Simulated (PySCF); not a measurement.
C₄H₆Si, SMILES C1=C[SiH2]C=C1 (connectivity only; charge and spin as stated), charge +1, multiplicity 2.

Geometry optimised at PBE-D3(BJ)/def2-SVP. The spin state was assumed, not searched.

Method: M06-2X/def2-TZVP in PySCF.

Isolated molecule, no solvent.

```
Quantity                                                            Value
------------------------------------------------  -----------------------
total energy                                           -445.13284 hartree
point group                                                           C2v
α spin, highest occupied and lowest empty level       -14.33 and -7.29 eV
β spin, highest occupied and lowest empty level       -15.60 and -9.17 eV
dipole moment about the centre of nuclear charge                   1.12 D
mean static polarisability                           64.7 bohr³ (9.59 Å³)
polarisability, principal values                   42.7, 75.6, 76.0 bohr³
⟨S²⟩                                              0.783 (pure state 0.75)
```
